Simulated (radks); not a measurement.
Values are calculated unless marked as measured or tabulated.
Pr2+, configuration [Xe] 4f2 6s1 (not the ground configuration).

Level of theory: scalar-relativistic Kohn-Sham, LDA (Slater exchange, Perdew-Wang correlation), spin-polarised, spherical densities, finite nucleus; open shells are filled with parallel spins first (spin-orbit coupling, left out, can overturn this in heavy ions); Fermi nuclear charge, rms radius 4.8919 fm (a radial shooting solver on a logarithmic mesh with Libxc functionals).

Energy parts (hartree):
part                       energy
total                  -9229.4266
kinetic                 9799.1734
electron-nucleus      -22352.5552
Hartree                 3532.2151
exchange-correlation    -208.2599

Orbitals (lengths in bohr, moments of r in powers of bohr):
orbital  occ.  eigenvalue (hartree)   <1/r>
1s up       1             -1535.810   64.62
1s down     1             -1535.809   64.62
2s up       1             -247.8081   14.91
2s down     1             -247.8071   14.91
2p up       3             -221.9426   14.10
2p down     3             -221.9419   14.10
3s up       1             -54.12495   5.422
3s down     1             -54.10295   5.423
3p up       3             -45.92975   5.132
3p down     3             -45.90793   5.133
3d up       5             -34.38454   4.871
3d down     5             -34.36726   4.873
4s up       1             -11.42628   2.273
4s down     1             -11.36925   2.273
4p up       3              -8.74062   2.096
4p down     3              -8.68338   2.096
4d up       5              -4.89471   1.832
4d down     5              -4.83761   1.832
5s up       1              -2.14032  0.9050
5s down     1              -2.10388  0.9004
5p up       3              -1.45815  0.7760
5p down     3              -1.42709  0.7722
4f up       2              -0.83244   1.287
4f down     0              -0.78079   1.278
6s up       1              -0.58026  0.3630
6s down     0              -0.54571  0.3607

The highest occupied level is 6s up at -15.790 eV. The configuration is held as typed, so some empty levels lie below it. The electron density at the nucleus is 4.318e+05 e/bohr^3 (large components only). Summed over all electrons, <r^2> = 52.01 bohr^2, which gives a Langevin (diamagnetic) susceptibility term of -41.2 x 10^-6 cm^3/mol. The density falls to 0.001 e/bohr^3 at r = 4.38 bohr.
